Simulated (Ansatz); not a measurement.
Start from `[Cl][Sn][Cl]` and change one atom or group to get `[SH][Sn][Cl]`.

Ansatz, PBE0-D4/def2-TZVP geometries, multiplicity 1. Each molecule was computed in one conformer, which needn't be the lowest.

Elements past krypton have def2 core potentials.

```
                                      property  `[Cl][Sn][Cl]`
       HOMO–LUMO gap (ωB97M-V/def2-TZVPP) / eV            8.72
size of the dipole moment (PBE/def2-TZVPP) / D            3.05
         LUMO energy (ωB97M-V/def2-TZVPP) / eV           -1.34
             LUMO energy (PBE/def2-TZVPP) / eV           -3.76
            HOMO energy (PBE0/def2-TZVPP) / eV           -8.03
             HOMO energy (PBE/def2-TZVPP) / eV           -6.95
```

**Question.** What does the change do to each property? (Estimate.)

**Answer.** The calculation gave: 
```tsv
property	`[SH][Sn][Cl]`	shift
HOMO–LUMO gap (ωB97M-V/def2-TZVPP) / eV	8.42	-0.30
size of the dipole moment (PBE/def2-TZVPP) / D	1.97	-1.08
LUMO energy (ωB97M-V/def2-TZVPP) / eV	-1.06	0.28
LUMO energy (PBE/def2-TZVPP) / eV	-3.43	0.33
HOMO energy (PBE0/def2-TZVPP) / eV	-7.48	0.55
HOMO energy (PBE/def2-TZVPP) / eV	-6.45	0.50
```

With PBE0 the HOMO rises by 0.55 eV and the LUMO rises by 0.32 eV, so the gap narrows by about 0.23 eV. PBE moves the HOMO by 0.50 eV and ωB97M-V by 0.59 eV. The zero-point energy changes by 21.6 kJ/mol with +3 modes. Dipoles are sizes alone; their direction can turn.
